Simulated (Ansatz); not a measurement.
Reaction (atomization): `C[Se][BH][AlH2]` → Al• + B• + C• + 6 H• + Se•

Isolated molecules relaxed with PBE0-D4/def2-TZVP in Ansatz; ΔE leaves out vibrations. CCSD(T)/CBS is the MP2 limit (def2-TZVPP, def2-QZVPP) plus CCSD(T) − MP2 in def2-TZVPP, frozen cores. This one scheme is used for every species, atoms too. DFT in def2-TZVPP. B3LYP here is the variant with VWN-RPA as its local correlation; programs differ in this. Open shells (•) are unrestricted, without spin–orbit coupling. Spin–orbit coupling would lower the free atoms: a little for Al, B, C; clearly for Se. For Se outer-core shells are correlated without core-valence functions, so the limit isn't a true one: a few kJ/mol of doubt a bond, and 10 to 20 or more in all where bonds break to atoms. Scalar relativity is left out up to krypton. Each species was taken in one conformer, which may not be the lowest.

```
             level  ΔE (kJ/mol)  difference from CCSD(T)/CBS
            PBE-D4       3161.2                         31.6
         r2SCAN-D4       3151.7                         22.1
           PBE0-D4       3130.6                          1.0
          B3LYP-D4       3129.9                          0.3
           ωB97X-V       3139.3                          9.7
           ωB97M-V       3124.9                         -4.7
            B2PLYP       3089.7                        -39.9
               PBE       3140.0                         10.4
            r2SCAN       3146.7                         17.1
              PBE0       3112.5                        -17.1
             B3LYP       3095.3                        -34.3
SCS-MP2/def2-TZVPP       3072.0                        -57.6
   CCSD/def2-TZVPP       3015.1                       -114.5
    MP2/def2-QZVPP       3115.2                        -14.4
SCS-MP2/def2-QZVPP       3119.2                        -10.4
    CCSD/CBS(def2)       3087.5                        -42.1
       CCSD(T)/CBS       3129.6                            0
```

Largest T1 diagnostic among the species: 0.018.

In def2-TZVPP, CCSD(T) changes the Hartree–Fock value by +708.5 kJ/mol (the triples alone add +42.0 kJ/mol) and MP2 by +724.4 kJ/mol; breaking electron pairs costs correlation energy, which Hartree–Fock lacks. From PBE to PBE0 (25 % exact exchange), in def2-TZVPP and without D4, ΔE moves by −27.5 kJ/mol: exact exchange takes away binding that semilocal exchange gives to molecules. The D4 term adds +34.6 kJ/mol with B3LYP and +18.1 kJ/mol with PBE0; it sums over pairs of atoms, weighted by their polarisabilities, and B3LYP, whose exchange is more repulsive, gets the larger term.

For atomizations the MP2-based limit and the directly extrapolated one differ by several kJ/mol either way, and by 10 to 25 for some Ge, Se and Sn compounds, so smaller differences from it don't rank the levels.
